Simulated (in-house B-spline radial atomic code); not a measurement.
A calculation on Eu+: its settings, and results tabulated from the run. Computed with a B-spline radial code for spherical atoms: scalar-relativistic (X2C) r2SCAN0, spin-polarised, spherical fractional occupations, Fermi nucleus of rms radius 5.1115 fm.

In the input, 3d5,1 would mean five up and one down electron.

Command:
```bash
python run_scf.py task.json out
```
Settings (nuclear radius in fm, mass in u):
```
Z                63
configuration    1s2 2s2 2p6 3s2 3p6 3d10 4s2 4p6 4d10 4f6,1 5s2 5p6 6s1,0
hamiltonian      x2c
method           r2scan0
spin_polarised   True
nucleus          fermi
rms_radius       5.1115
atomic_mass      152.92124
speed_of_light   137.035999084
```

Output (hartree, bohr):
```
 radial grid: 81 intervals, B-splines of order 8, outer radius 60 bohr

 iter        energy (Eh)    residual
    1      -10842.975870    1.51e-01
    2      -10842.514011    5.32e-02
    3      -10842.745003    7.43e-02
    4      -10842.463237    7.78e-02
    5      -10841.870876    1.70e-01
    6      -10842.878811    4.56e-02
    7      -10842.961503    2.28e-02
    8      -10842.990847    7.57e-03
    9      -10842.994414    2.14e-03
   10      -10842.994749    2.96e-04
   11      -10842.994757    5.68e-05
   12      -10842.994757    1.69e-05
   13      -10842.994757    5.15e-06
   14      -10842.994757    7.53e-07
   15      -10842.994757    1.62e-07

 total energy                    -10842.99476
 kinetic                           11793.4684
 electron-nucleus                 -26603.4047
 Hartree                            4212.2111
 exact exchange                      -60.1839
 exchange-correlation               -185.0858

 orbital      occ     eigenvalue          <r>       <r^2>       <1/r>       r_max
 1s up      1.000     -1779.8211    0.0216138 0.000646147     75.1651     0.01336
 1s down    1.000     -1779.8202    0.0216138 0.000646148      75.165     0.01336
 2s up      1.000      -294.1302    0.0944139     0.01059     17.3462     0.08038
 2s down    1.000      -294.1298    0.0944126   0.0105895     17.3463     0.08038
 2p up      3.000      -262.3690    0.0834912  0.00852703     15.3641      0.0647
 2p down    3.000      -262.3686    0.0834898  0.00852663     15.3643      0.0647
 3s up      1.000       -65.6423     0.248757   0.0708665     6.23161      0.2287
 3s down    1.000       -65.5559     0.248556   0.0707466     6.23762      0.2286
 3p up      3.000       -55.6263     0.247277   0.0709904     5.67563      0.2242
 3p down    3.000       -55.5368     0.247015   0.0708328     5.68184      0.2241
 3d up      5.000       -42.0151      0.22603   0.0600886     5.32798       0.184
 3d down    5.000       -41.9363     0.225661   0.0598684      5.3347      0.1838
 4s up      1.000       -13.6324     0.566571    0.362301     2.55976       0.528
 4s down    1.000       -13.4132     0.566311    0.361919     2.55974      0.5277
 4p up      3.000       -10.2952     0.599249    0.408451     2.31435      0.5505
 4p down    3.000       -10.0670     0.598957    0.408027      2.3143      0.5501
 4d up      5.000        -5.5646     0.655127    0.498098     2.02183      0.5743
 4d down    5.000        -5.3092     0.655544    0.498997     2.01978      0.5738
 4f up      6.000        -0.4659     0.926234     1.14697     1.43878      0.5936
 4f down    1.000        -0.1185      1.18613     2.37675     1.29064      0.6036
 5s up      1.000        -2.0620      1.37703     2.13343    0.969776       1.232
 5s down    1.000        -1.9583      1.40611     2.22509    0.944039       1.249
 5p up      3.000        -1.2269      1.60958     2.94624     0.81234       1.395
 5p down    3.000        -1.1532      1.64252     3.06132    0.790019       1.419
 6s up      1.000        -0.3536       3.8686     16.7331    0.322109       3.427
```

Time taken, with all properties: 1.1 s on 1 thread of Arm Neoverse N1, on a shared host.

Caution: exact exchange at fractional occupations of open shells leaves self-interaction of up to several eV.

One-electron X2C: radii and densities carry no picture-change correction, so inner-shell <1/r> comes out high (for 1s by about 2 % at Z = 33, 5 % at 54, 10 % at 75, 30 % at 118) and <r> low.
